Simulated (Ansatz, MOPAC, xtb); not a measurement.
Noncovalent pair: CH2O (SMILES C=O) (first 4 atoms) with CH2F2 (SMILES FCF); geometry from B3LYP-D3(BJ)/def2-TZVP, rigid monomers moved along the line of their centres of mass till O2···H9 is 3.43 Å.
(charge 0, multiplicity 1):
```xyz
9

C     -0.332    -0.101    -0.016
O      0.646    -0.714     0.317
H     -0.545     0.116    -1.080
H     -1.065     0.276     0.720
F     -0.262     0.816     4.216
C     -0.186    -0.535     4.409
F     -1.395    -1.076     4.072
H     -0.006    -0.723     5.468
H      0.572    -0.938     3.740
```

Monomers are frozen at their geometry in the pair; levels with a basis set take the counterpoise correction.

The state that PM3 reach isn't checked.

Run with Ansatz (Gaussian orbitals); MOPAC for PM3 (differences of heats of formation); xtb for the GFN methods. 

Q: One of these levels gives -5.5 kJ/mol for the interaction energy. Which?
A) GFN2-xTB
B) PM3
C) PBE/def2-TZVPPD

A: C, PBE/def2-TZVPPD. The others give -3.0 (PM3), -7.3 (GFN2-xTB)

Ansatz is a program for electronic structure.
